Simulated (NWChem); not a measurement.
System: SiCl cation, singlet

NWChem input:

```
start job
memory heap 200 mb stack 900 mb global 1100 mb
charge 1
geometry units angstroms noautosym nocenter noautoz
  Si     0.000000     0.000000    -1.082329
  Cl     0.000000     0.000000     0.896538
end
basis spherical
  * library cc-pvdz
end
dft
  xc b3lyp
  iterations 150
end
property
  shielding
end
task dft property
```

NWChem printed, in part:

```
             Northwest Computational Chemistry Package (NWChem) 7.3.0
             --------------------------------------------------------

                             Geometry "geometry" -> ""
                             -------------------------

 Output coordinates in angstroms (scale by  1.889725989 to convert to a.u.)

  No.       Tag          Charge          X              Y              Z
 ---- ---------------- ---------- -------------- -------------- --------------
    1 Si                  14.0000     0.00000000     0.00000000    -1.08232900
    2 Cl                  17.0000     0.00000000     0.00000000     0.89653800

 Effective nuclear repulsion energy (a.u.)      63.6445932253

                              NWChem Property Module
                              ----------------------

  itol2e modified to match energy
  convergence criterion.

                                 NWChem DFT Module
                                 -----------------

 Summary of "ao basis" -> "ao basis" (spherical)
 ------------------------------------------------------------------------------
       Tag                 Description            Shells   Functions and Types
 ---------------- ------------------------------  ------  ---------------------
 Si                         cc-pvdz                  8       18   4s3p1d
 Cl                         cc-pvdz                  8       18   4s3p1d

  itol2e modified to match energy
  convergence criterion.

            General Information
            -------------------
          SCF calculation type: DFT
          Wavefunction type:  closed shell.
          No. of atoms     :     2
          No. of electrons :    30
           Alpha electrons :    15
            Beta electrons :    15
          Charge           :     1
          Spin multiplicity:     1
          Use of symmetry is: off; symmetry adaption is: off
          Maximum number of iterations: 150
          AO basis - number of functions:    36
                     number of shells:    16
          Convergence on energy requested:  1.00D-07
          Convergence on density requested:  1.00D-05
          Convergence on gradient requested:  5.00D-04

              XC Information
              --------------
                         B3LYP Method XC Potential
                     Hartree-Fock (Exact) Exchange  0.200
                        Slater Exchange Functional  0.800 local
                    Becke 1988 Exchange Functional  0.720 non-local
              Lee-Yang-Parr Correlation Functional  0.810
                  VWN I RPA Correlation Functional  0.190 local

             Grid Information
             ----------------
          Grid used for XC integration:  fine
          Radial quadrature: Mura-Knowles
          Angular quadrature: Lebedev.
          Tag              B.-S. Rad. Rad. Pts. Rad. Cut. Ang. Pts.
          ---              ---------- --------- --------- ---------
          Si                  1.10      123           8.0       770
          Cl                  1.00      123           8.0       770
          Grid pruning is: on
          Number of quadrature shells:   246
          Spatial weights used:  Erf1

      Superposition of Atomic Density Guess
      -------------------------------------

 Sum of atomic energies:        -748.31031440

 Renormalizing density from      31.00 to     30

      Non-variational initial energy
      ------------------------------

 Total energy =    -733.242159
 1-e energy   =   -1124.860570
 2-e energy   =     327.973818
 HOMO         =      -0.713635
 LUMO         =      -0.369287

   convergence    iter        energy       DeltaE   RMS-Dens  Diis-err
 ---------------- ----- ----------------- --------- --------- ---------
 d= 0,ls=0.0,diis     1   -749.2505514717 -8.13D+02  5.88D-02  1.50D+00
 d= 0,ls=0.0,diis     2   -748.0619923959  1.19D+00  4.79D-02  7.74D+00
 d= 0,ls=0.0,diis     3   -749.4102362288 -1.35D+00  9.01D-03  7.47D-02
 d= 0,ls=0.0,diis     4   -749.4253057099 -1.51D-02  1.60D-03  6.55D-03
 d= 0,ls=0.0,diis     5   -749.4263649761 -1.06D-03  3.09D-04  3.55D-04
  Resetting Diis
 d= 0,ls=0.0,diis     6   -749.4264201010 -5.51D-05  5.54D-05  4.38D-06
 d= 0,ls=0.0,diis     7   -749.4264211556 -1.05D-06  9.41D-06  2.99D-08
 d= 0,ls=0.0,diis     8   -749.4264211468  8.75D-09  5.68D-06  7.99D-08

         Total DFT energy =     -749.426421146808
      One electron energy =    -1154.210452692745
           Coulomb energy =      390.009201781940
    Exchange-Corr. energy =      -48.869763461281
 Nuclear repulsion energy =       63.644593225279

 Numeric. integr. density =       29.999999999698

                       DFT Final Molecular Orbital Analysis
                       ------------------------------------

 Vector   13  Occ=2.000000D+00  E=-6.153189D-01
              MO Center=  2.7D-12,  3.8D-12,  6.6D-01, r^2= 1.4D+00
   Bfn.  Coefficient  Atom+Function         Bfn.  Coefficient  Atom+Function
  ----- ------------  ---------------      ----- ------------  ---------------
    27      0.469939  2 Cl py                26      0.364158  2 Cl px
    30      0.315671  2 Cl py                29      0.244615  2 Cl px
     9      0.141475  1 Si py                 8      0.109630  1 Si px
    12      0.073234  1 Si py                15      0.061249  1 Si d -1
    11      0.056749  1 Si px                17     -0.047462  1 Si d  1

 Vector   14  Occ=2.000000D+00  E=-6.153189D-01
              MO Center= -4.9D-11,  1.9D-11,  6.6D-01, r^2= 1.4D+00
   Bfn.  Coefficient  Atom+Function         Bfn.  Coefficient  Atom+Function
  ----- ------------  ---------------      ----- ------------  ---------------
    26      0.469939  2 Cl px                27     -0.364158  2 Cl py
    29      0.315671  2 Cl px                30     -0.244615  2 Cl py
     8      0.141475  1 Si px                 9     -0.109630  1 Si py
    11      0.073234  1 Si px                17     -0.061249  1 Si d  1
    12     -0.056749  1 Si py                15     -0.047462  1 Si d -1

 Vector   15  Occ=2.000000D+00  E=-5.898659D-01
              MO Center=  7.4D-11, -9.9D-11, -7.1D-01, r^2= 2.7D+00
   Bfn.  Coefficient  Atom+Function         Bfn.  Coefficient  Atom+Function
  ----- ------------  ---------------      ----- ------------  ---------------
    28      0.410614  2 Cl pz                 3      0.406008  1 Si s
     4      0.380698  1 Si s                 10     -0.339636  1 Si pz
    31      0.256768  2 Cl pz                13     -0.111384  1 Si pz
    16     -0.076457  1 Si d  0               2      0.040045  1 Si s
    22      0.033055  2 Cl s

 Vector   16  Occ=0.000000D+00  E=-3.635019D-01
              MO Center= -1.8D-11,  2.1D-11, -9.0D-01, r^2= 2.6D+00
   Bfn.  Coefficient  Atom+Function         Bfn.  Coefficient  Atom+Function
  ----- ------------  ---------------      ----- ------------  ---------------
     9      0.482495  1 Si py                12      0.421704  1 Si py
     8      0.340982  1 Si px                11      0.298020  1 Si px
    30     -0.210601  2 Cl py                27     -0.205625  2 Cl py
    29     -0.148833  2 Cl px                26     -0.145316  2 Cl px
    33     -0.038579  2 Cl d -1              35      0.027264  2 Cl d  1

 Vector   17  Occ=0.000000D+00  E=-3.635019D-01
              MO Center= -7.5D-11,  1.8D-11, -9.0D-01, r^2= 2.6D+00
   Bfn.  Coefficient  Atom+Function         Bfn.  Coefficient  Atom+Function
  ----- ------------  ---------------      ----- ------------  ---------------
     8      0.482495  1 Si px                11      0.421704  1 Si px
     9     -0.340982  1 Si py                12     -0.298020  1 Si py
    29     -0.210601  2 Cl px                26     -0.205625  2 Cl px
    30      0.148833  2 Cl py                27      0.145316  2 Cl py
    35      0.038579  2 Cl d  1              33      0.027264  2 Cl d -1

 Vector   18  Occ=0.000000D+00  E=-2.217787D-01
              MO Center= -2.1D-11, -9.2D-12, -9.0D-01, r^2= 3.5D+00
   Bfn.  Coefficient  Atom+Function         Bfn.  Coefficient  Atom+Function
  ----- ------------  ---------------      ----- ------------  ---------------
    13      0.875646  1 Si pz                22     -0.641894  2 Cl s
    31      0.490383  2 Cl pz                10      0.467303  1 Si pz
     4      0.459502  1 Si s                 28      0.302240  2 Cl pz
     3      0.172666  1 Si s                 16     -0.169913  1 Si d  0
    21     -0.137079  2 Cl s                 34      0.046972  2 Cl d  0

     Multipole analysis of the density
     ---------------------------------

     L   x y z        total         alpha         beta         nuclear
     -   - - -        -----         -----         ----         -------
     0   0 0 0      1.000000    -15.000000    -15.000000     31.000000

     1   1 0 0      0.000000      0.000000      0.000000      0.000000
     1   0 1 0      0.000000      0.000000      0.000000      0.000000
     1   0 0 1     -1.378156     -0.772736     -0.772736      0.167316

     2   2 0 0    -15.081521     -7.540760     -7.540760      0.000000
     2   1 1 0     -0.000000     -0.000000     -0.000000      0.000000
     2   1 0 1      0.000000      0.000000      0.000000      0.000000
     2   0 2 0    -15.081521     -7.540760     -7.540760      0.000000
     2   0 1 1     -0.000000     -0.000000     -0.000000      0.000000
     2   0 0 2    -11.061343    -59.211574    -59.211574    107.361804

          -----------------------------------------
          Chemical Shielding Tensors (GIAO, in ppm)
          -----------------------------------------

                                NWChem CPHF Module
                                ------------------

  scftype          =     RHF
  nclosed          =       15
  nopen            =        0
  variables        =      315
  # of vectors     =        3
  tolerance        = 0.10D-03
  level shift      = 0.00D+00
  max iterations   =       50
  max subspace     =       30

 SCF residual:    2.7782755732316295E-005

Iterative solution of linear equations
  No. of variables      315
  No. of equations        3
  Maximum subspace       30
        Iterations       50
       Convergence  1.0D-04

   iter   nsub   residual    time
   ----  ------  --------  ---------
     1      3    6.34D-01      14.1
     2      6    2.35D-02      16.4
     3      9    1.36D-03      18.5
     4     12    3.14D-05      20.6

      Atom:    1  Si
        Diamagnetic
    871.7258     -0.0000      0.0000
     -0.0000    871.7258     -0.0000
      0.0000     -0.0000    874.4003

        Paramagnetic
   -974.8245      0.0000     -0.0000
      0.0000   -974.8245      0.0000
     -0.0000      0.0000     -0.0000

        Total Shielding Tensor
   -103.0987      0.0000     -0.0000
      0.0000   -103.0987      0.0000
     -0.0000      0.0000    874.4003

           isotropic =     222.7343
          anisotropy =     977.4990

          Principal Components and Axis System
                 1           2           3
              874.4003   -103.0987   -103.0987

      1        -0.0000     -0.6765      0.7365
      2         0.0000      0.7365      0.6765
      3         1.0000     -0.0000     -0.0000

      Atom:    2  Cl
        Diamagnetic
   1144.9513      0.0000      0.0000
      0.0000   1144.9513     -0.0000
      0.0000     -0.0000   1149.3830

        Paramagnetic
  -1413.2693      0.0000     -0.0000
      0.0000  -1413.2693      0.0000
     -0.0000      0.0000      0.0000

        Total Shielding Tensor
   -268.3180      0.0000     -0.0000
      0.0000   -268.3180      0.0000
     -0.0000      0.0000   1149.3830

           isotropic =     204.2490
          anisotropy =    1417.7010

          Principal Components and Axis System
                 1           2           3
             1149.3830   -268.3180   -268.3180

      1        -0.0000     -0.6748      0.7380
      2         0.0000      0.7380      0.6748
      3         1.0000     -0.0000     -0.0000
```

Level: B3LYP/cc-pVDZ, GIAO. Low-valent species are run as closed-shell singlets; no triplet was tried in these runs. Geometry: optimised at B3LYP/6-31G* (spherical d). The printed shielding anisotropy is the first printed principal value minus the mean of the other two.
